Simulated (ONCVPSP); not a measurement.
# Before and after: ONCV potential for potassium

```json
{"Element": "potassium (K)", "Generator": "ONCVPSP 4.0.1", "Type": "optimised norm-conserving Vanderbilt (ONCV)", "Functional": "PBE", "Relativity": "fully relativistic", "Frozen core": "[Ne]", "Valence charge": "9", "Reference configuration": "3s2 3p6 4s1", "Partial waves": "3s+4s: rc 2.25 bohr, ncon 5, nbas 8, qcut 7 1/bohr, 2 projectors; 3p: rc 1.50 bohr, ncon 4, nbas 7, qcut 5.1 1/bohr, 3 projectors, debl 0.8 Ha; d scattering state at 0.26 Ha: rc 2.30 bohr, ncon 4, nbas 7, qcut 4.1 1/bohr, 1 projector; f scattering state at 0.36 Ha: rc 2.40 bohr, ncon 4, nbas 7, qcut 4.3 1/bohr, 1 projector", "Local potential": "polynomial inside 0.95 bohr (lpopt 5, dvloc0 -1 Ha)", "Core correction": "none"}
```

Open shells are filled in proportion to 2j + 1.

All-electron outer shells of the reference configuration (PBE, scalar-relativistic, ld1.x):

| shell | level (eV) | outermost node (bohr) | outermost maximum (bohr) |
| --- | --- | --- | --- |
| 2p | -280.12 | – | 0.26 |
| 3s | -35.34 | 0.48 | 1.08 |
| 3p | -18.81 | 0.45 | 1.15 |
| 4s | -2.32 | 1.59 | 4.18 |

Change: f: qcut 3.9.

Cutoffs: the cutoffs (Ha) at which the residual kinetic energy of the hardest occupied pseudo-wave falls to 1 and 0.1 mHa per electron; they do not see the model core or the augmentation charge, which bear on the density cutoff. Errors are all-electron minus pseudo energies relative to the spin-unpolarised reference configuration.

Question: How do hardness, ghosts and transferability respond?

Answer: The potential gets neither clearly harder nor softer (14 Ha and 17 Ha → 14 Ha and 17 Ha); the errors of the 4 common tests hardly move; the range in which the f7/2 phases agree widens (upper end 1.0 → 3.0); the range in which the f5/2 phases agree widens (upper end 1.1 → 3.0); neither file shows a bound ghost.

```tsv
quantity	base	changed
cutoff, loose	14 Ha	14 Ha
cutoff, tight	17 Ha	17 Ha
bound ghosts	none	none
GHOST(+) flags under 300 eV	f7/2 at 27.0 eV, f5/2 at 30.0 eV, d3/2 at 66.9 eV, d5/2 at 69.8 eV	f7/2 at 22.0 eV, f5/2 at 24.2 eV, d3/2 at 66.9 eV, d5/2 at 69.8 eV
error for 3s2 3p6 4s0, meV [ΔE 4.31 eV]	0.0	0.0
error for 3s2 3p6 4s0.5, meV [ΔE 1.64 eV]	0.0	0.0
error for 3s2 3p6 4s0 4p1, meV [ΔE 1.55 eV]	0.0	0.0
error for 3s1 3p6 4s1, meV [ΔE 41.99 eV]	-56	-56
s: phases at 2.29 bohr within 0.05 rad from the reference energy up to (Ha; the scan ends near 5)	4.0	4.0
p3/2: phases at 1.52 bohr within 0.05 rad from the reference energy up to (Ha; the scan ends near 5)	to the end of the scan	to the end of the scan
p1/2: phases at 1.52 bohr within 0.05 rad from the reference energy up to (Ha; the scan ends near 5)	to the end of the scan	to the end of the scan
d5/2: phases at 2.34 bohr within 0.05 rad from the reference energy up to (Ha; the scan ends near 5)	0.9	0.9
d3/2: phases at 2.34 bohr within 0.05 rad from the reference energy up to (Ha; the scan ends near 5)	0.8	0.8
f7/2: phases at 2.44 bohr within 0.05 rad from the reference energy up to (Ha; the scan ends near 5)	1.0	3.0
f5/2: phases at 2.44 bohr within 0.05 rad from the reference energy up to (Ha; the scan ends near 5)	1.1	3.0
```

Base: These tests converged, but a pseudo level misses the all-electron one widely, so the file describes the atom poorly there or has found another state: 3s2 3p6 4s0 4p1: empty 4s by 3.2 eV. Changed file: These tests converged, but a pseudo level misses the all-electron one widely, so the file describes the atom poorly there or has found another state: 3s2 3p6 4s0 4p1: empty 4s by 3.2 eV.
